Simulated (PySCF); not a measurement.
Choosing a molecule for a target property.

Each SMILES stands for a single optimised conformer of the isolated species, non-relativistic unless stated. Electronic properties by PySCF.

The conformers computed, where there is a choice (atom-mapped SMILES and torsion angles):
- `[CH3:1][C:2](=[O:3])[c:4]1[n:5][cH:6][c:7]([CH3:8])[n:9][n:10]1`: C1–C2–C4–N5 -176°
- `[CH3:1][N:2]([CH3:3])[CH2:4][c:5]1[cH:6][cH:7][cH:8][cH:9][cH:10]1`: C1–N2–C4–C5 -64°, N2–C4–C5–C6 129°
- `[CH2:1]=[CH:2][c:3]1[cH:4][c:5]([S:6][CH3:7])[n:8][n:9][n:10]1`: C1–C2–C3–C4 180°, C4–C5–S6–C7 180°
- `[CH3:1][CH:2]([CH3:3])[S:4][C@H:5]([CH3:6])[CH:7]([CH3:8])[CH3:9]`: C1–C2–S4–C5 154°, C2–S4–C5–C6 -89°, S4–C5–C7–C8 57°
- `[CH2:1]=[CH:2][c:3]1[cH:4][n:5][n:6][c:7]([O:8][CH3:9])[n:10]1`: C1–C2–C3–C4 180°, N6–C7–O8–C9 180°
- `[CH2:1]=[CH:2][c:3]1[n:4][nH:5][n:6][c:7]1[C:8]([CH3:9])=[O:10]`: C1–C2–C3–N4 0°, N6–C7–C8–C9 0°

Question: Wanted: dipole moment between 3.2 D and 3.6 D (PBE0/pcSseg-1) and HOMO–LUMO gap below 6.6 eV (PBE0/pcSseg-1), at GFN2-xTB geometries. Which candidate meets both?
A. `CC(C)S[C@H](C)C(C)C`
B. `c1(nnnc(SC)c1)C=C`
C. `C(=C)c1nc(OC)nnc1`
D. `C1CCCCC1`
E. `CN(C)Cc1ccccc1`
F. `CC(=O)c1ncc(C)nn1`
G. `C=Cc1n[nH]nc1C(C)=O`

Answer: B. Computed values:
| species | dipole moment | HOMO–LUMO gap |
| --- | --- | --- |
| C1CCCCC1 | 0.00 D | 9.85 eV |
| CN(C)Cc1ccccc1 | 0.69 D | 6.09 eV |
| CC(C)S[C@H](C)C(C)C | 1.60 D | 7.21 eV |
| C=Cc1n[nH]nc1C(C)=O | 2.98 D | 5.54 eV |
| c1(nnnc(SC)c1)C=C | 3.34 D | 4.85 eV |
| CC(=O)c1ncc(C)nn1 | 3.81 D | 4.70 eV |
| C(=C)c1nc(OC)nnc1 | 4.85 D | 4.32 eV |
